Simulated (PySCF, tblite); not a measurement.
Species: C7H6NOSi (charge -1).
Bonds: C1–C2 (double), C2–Si3, Si3–C4, C4–N5 (triple), Si3–C6, C6–C7 (aromatic), C7–C8 (aromatic), C8–C9 (aromatic), C9–O10 (aromatic), C6–O10 (aromatic). Hydrogens: H11, H12 on C1; H13 on C2; H14 on C7; H15 on C8; H16 on C9.

Structure optimised with GFN2-xTB, isolated species.

**Question.** List the bond lengths, angles and torsions at this level.

**Answer.** 
```json
{"bond": "C1=C2", "length (pm)": "133.0", "order": "double"}
{"bond": "C2–Si3", "length (pm)": "186.6", "order": "single"}
{"bond": "Si3–C4", "length (pm)": "184.8", "order": "single"}
{"bond": "C4≡N5", "length (pm)": "115.9", "order": "triple"}
{"bond": "Si3–C6", "length (pm)": "186.5", "order": "single"}
{"bond": "C6–C7", "length (pm)": "137.5", "order": "aromatic"}
{"bond": "C7–C8", "length (pm)": "141.1", "order": "aromatic"}
{"bond": "C8–C9", "length (pm)": "136.1", "order": "aromatic"}
{"bond": "C9–O10", "length (pm)": "135.2", "order": "aromatic"}
{"bond": "C6–O10", "length (pm)": "136.1", "order": "aromatic"}
{"bond": "C1–H11", "length (pm)": "107.9", "order": "single"}
{"bond": "C1–H12", "length (pm)": "108.5", "order": "single"}
{"bond": "C2–H13", "length (pm)": "108.9", "order": "single"}
{"bond": "C7–H14", "length (pm)": "107.3", "order": "single"}
{"bond": "C8–H15", "length (pm)": "107.6", "order": "single"}
{"bond": "C9–H16", "length (pm)": "107.5", "order": "single"}
```

Orders are formal, as drawn. A selection of angles:
```json
{"angle": "C1–C2–Si3", "degrees": "125.6"}
{"angle": "C2–Si3–C4", "degrees": "103.9"}
{"angle": "C2–Si3–C6", "degrees": "109.6"}
{"angle": "C4–Si3–C6", "degrees": "103.1"}
{"angle": "Si3–C4–N5", "degrees": "165.3"}
{"angle": "Si3–C6–C7", "degrees": "130.3"}
{"angle": "Si3–C6–O10", "degrees": "119.4"}
{"angle": "C7–C6–O10", "degrees": "108.6"}
{"angle": "C6–C7–C8", "degrees": "107.2"}
{"angle": "C7–C8–C9", "degrees": "106.0"}
{"angle": "C8–C9–O10", "degrees": "110.4"}
{"angle": "C6–O10–C9", "degrees": "107.8"}
```

Dihedral angles: C1–C2–Si3–C4 150°; C2–Si3–C6–C7 145° (anticlinal). The mirror-image conformer, all signs reversed, is as good.

C9 (aromatic CH next to a ring oxygen) is planar (angles 132.4°, 117.2° and 110.4°, sum 360.0°, 0.00 Å off the plane of its three neighbours). Of the pairs four or more bonds apart, O10···H11 is among the closest relative to their van der Waals radii: 2.58 Å, 95 % of the sum of Bondi's values. C1 (terminal =CH2 carbon) is planar (angles 123.4°, 121.2° and 115.4°, sum 360.0°, 0.01 Å off the plane of its three neighbours). C6 (substituted aromatic carbon) is almost planar (angles 130.3°, 119.4° and 108.6°, sum 358.4°, 0.11 Å off the plane of its three neighbours). The 5-membered ring C6–C7–C8–C9–O10 has internal angles of 106.0° to 110.4°; it is planar, 0.01 Å rms from its mean plane, widest ring torsion 1°. The C–C distances run from 1.330 Å (C1=C2, drawn double) to 1.411 Å (C7–C8, aromatic), a spread of 0.081 Å. C8 (aromatic CH carbon) is planar (angles 127.6°, 126.4° and 106.0°, sum 360.0°, 0.00 Å off the plane of its three neighbours).

Point group: C1 (no symmetry element, even within 0.4 Å). Its GFN2-xTB frequencies are all real (lowest 45 cm⁻¹). 3 starts were optimised and ended at 0.00, 0.14 and 0.72 kcal/mol (GFN2-xTB); the lowest of these is shown.

All values are computed, not measured.
